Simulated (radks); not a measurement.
The mean radii <r> (bohr) of the occupied orbitals of an atom or ion are listed with their occupations. All-electron calculation, scalar-relativistic Kohn-Sham, Wu-Cohen GGA, spin-polarised, spherical densities, finite nucleus; Fermi nuclear charge, rms radius of each element as measured or else 0.836 A^(1/3) + 0.57 fm. Program: a radial shooting solver on a logarithmic mesh with Libxc functionals.

orbital  occ.      <r>
1s up       1  0.04551
1s down     1  0.04551
2s up       1   0.2028
2s down     1   0.2027
2p up       3   0.1772
2p down     3   0.1771
3s up       1   0.5855
3s down     1   0.5866
3p up       3   0.5967
3p down     3   0.5984
3d up       5   0.6084
3d down     3   0.6125

Name the element and its charge. Open shells, if any, are filled with parallel spins first.

Answer. Z = 33, arsenic, charge +7: As7+ in [Ar] 3d8. The 1s radius gives Z: for a bare nucleus <r> = (2 gamma + 1)/(2Z) with gamma = sqrt(1 - (Z/c)^2), 0.04456 bohr for Z = 33, and screening makes it slightly larger (0.04551 here). The occupations add up to 26, and the charge is Z minus that.
